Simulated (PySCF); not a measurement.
**Potential energy of CsNa along the bond**

Set-up: Cs def2-SVPD with ECP46, Na def2-SVPD; scalar-relativistic core potentials (PySCF 2.14). Energies in eV from Cs + Na in their ground configurations at the same level. State: ¹Σ⁺ (singlet), closed shell.

All columns are PBE. A positive dipole means Cs(−)Na(+).

| R (Å) | E (eV) | μ (D) | Mulliken charge on Cs (basis-dependent) | HOMO (eV) | LUMO (eV) | Mayer bond order | ⟨S²⟩ |
| --- | --- | --- | --- | --- | --- | --- | --- |
| 3.383 | -0.530 | -3.50 | 0.03 | -2.69 | -1.51 | 1.03 | 0.00 |
| 3.541 | -0.596 | -3.61 | 0.02 | -2.66 | -1.54 | 1.03 | 0.00 |
| 3.698 | -0.633 | -3.72 | 0.00 | -2.63 | -1.57 | 1.02 | 0.00 |
| 3.816 | -0.647 | -3.81 | -0.01 | -2.61 | -1.59 | 1.02 | 0.00 |
| 3.934 | -0.650 | -3.89 | -0.02 | -2.60 | -1.62 | 1.01 | 0.00 |
| 4.052 | -0.645 | -3.98 | -0.02 | -2.58 | -1.65 | 1.01 | 0.00 |
| 4.209 | -0.628 | -4.09 | -0.03 | -2.56 | -1.68 | 1.01 | 0.00 |
| 4.406 | -0.593 | -4.23 | -0.03 | -2.54 | -1.73 | 1.00 | 0.00 |
| 4.642 | -0.539 | -4.38 | -0.03 | -2.51 | -1.78 | 1.00 | 0.00 |
| 4.957 | -0.455 | -4.57 | -0.01 | -2.49 | -1.86 | 1.00 | 0.00 |

A fit through these points gives, at Re = 3.918 Å, μ = -3.88 D and dμ/dR = -0.731 D/Å; the reduced mass is 19.6 u.

Task: How strong is the fundamental in the double-harmonic approximation, I = 42.26·(dμ/dR)²/μred km/mol?

Result: I = 42.26·(-0.731)²/19.6 = 1.15 km/mol at PBE.

Closed-shell solutions of metal pairs were not tested for spin polarisation, which can lower them a little. Spin–orbit coupling is left out.
